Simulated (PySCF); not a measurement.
Bonding in `CC(=O)c1cpcc(C)c1`

C₈H₉OP.
SMILES with atom numbers: `[CH3:1][C:2](=[O:3])[c:4]1[cH:5][p:6][cH:7][c:8]([CH3:9])[cH:10]1` (hydrogens: H11, H12, H13 on C1; H14 on C5; H15 on C7; H16, H17, H18 on C9; H19 on C10)

Geometry (GFN2-xTB, Å), atoms numbered from 1 in this order:
```
atom  x, y, z in Å
C1     3.2357    0.3381   -0.1650
C2     1.8779    0.8901    0.1918
O3     1.7442    2.0261    0.5880
C4     0.7005   -0.0167    0.0382
C5     0.8441   -1.3520   -0.3114
P6    -0.4538   -2.4800   -0.5100
C7    -1.8101   -1.4579   -0.1617
C8    -1.7547   -0.1168    0.1757
C9    -3.0233    0.6266    0.4740
C10   -0.5466    0.5607    0.2695
H11    3.2369   -0.0459   -1.1825
H12    3.9736    1.1313   -0.0749
H13    3.4982   -0.4699    0.5151
H14    1.8352   -1.7518   -0.4748
H15   -2.7851   -1.9290   -0.2156
H16   -2.9428    1.6651    0.1617
H17   -3.8749    0.1694   -0.0242
H18   -3.2114    0.6137    1.5479
H19   -0.5535    1.6080    0.5391
```

Bond orders from the PBE0/pcSseg-1 density (PySCF). The structure is a single GFN2-xTB conformer in the gas phase; no vibrational or solvent corrections.

Task: How far do the computed orders between heavy atoms stray from the drawn ones?

Result: The largest departure is 0.177, at P6–C7 (drawn aromatic, 1.323), counting aromatic bonds as 1.5. The bonds drawn aromatic range from 1.32 to 1.44.

Task: Set the Mayer orders of the bonds beside their lengths.

Result: 
```
   bond  drawn as  length (Å)  Mayer order
  C1–C2    single       1.508        1.053
  C2–O3    double       1.211        1.998
  C2–C4    single       1.494        0.928
  C4–C5  aromatic       1.388        1.418
  C5–P6  aromatic       1.731        1.328
  P6–C7  aromatic       1.734        1.323
  C7–C8  aromatic       1.384        1.441
  C8–C9    single       1.500        1.075
 C8–C10  aromatic       1.388        1.369
 C10–C4  aromatic       1.394        1.396
 C1–H11    single       1.088        0.940
 C1–H12    single       1.087        0.948
 C1–H13    single       1.088        0.934
 C5–H14    single       1.081        0.925
 C7–H15    single       1.084        0.929
 C9–H16    single       1.087        0.953
 C9–H17    single       1.087        0.950
 C9–H18    single       1.090        0.943
C10–H19    single       1.081        0.939
```

Bonds between the same two heavy elements. C–C: lowest C2–C4 (0.928, 1.494 Å), highest C7–C8 (1.441, 1.384 Å); in 3 of the 21 pairs the longer bond (by over 0.003 Å) has the higher order (by 0.02 or more). C–P: all 2 within 0.02 of one another (1.323 to 1.328).

Task: Sum the orders of all bonds at each heavy atom with more than one neighbour and set the sums beside the valence in the SMILES.

Result: C1 3.875 (drawn 4), C2 3.979 (drawn 4), C4 3.742 (drawn 4), C5 3.671 (drawn 4), P6 2.651 (drawn 3), C7 3.693 (drawn 4), C8 3.885 (drawn 4), C9 3.921 (drawn 4), C10 3.704 (drawn 4). Orders between atoms that aren't bonded are not in these sums.

Mayer orders depend on the basis set.

These values come from a run that also computed NMR shieldings. Time: 45 s of wall time; peak memory 1.1 GiB. Hardware: one thread, Arm Neoverse V1 (aarch64), on a shared host.
